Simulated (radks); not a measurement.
The mean radii <r> (bohr) of the occupied orbitals of an atom or ion are listed with their occupations. Method: non-relativistic Kohn-Sham, LDA (Slater exchange, Perdew-Wang correlation), spin-unpolarised, spherical densities, point nucleus; computed with a radial shooting solver on a logarithmic mesh with Libxc functionals.

| orbital | occ. | <r> |
|---|---|---|
| 1s | 2 | 0.02335 |
| 2s | 2 | 0.09854 |
| 2p | 6 | 0.08350 |
| 3s | 2 | 0.2401 |
| 3p | 6 | 0.2281 |
| 3d | 3 | 0.1982 |

Name the element and its charge.

Answer. Z = 65, terbium, charge +44: Tb44+ in [Ar] 3d3. The 1s radius gives Z: for a bare nucleus <r> = 1.5/Z, 0.02308 bohr for Z = 65, and screening makes it slightly larger (0.02335 here). The occupations add up to 21, and the charge is Z minus that.
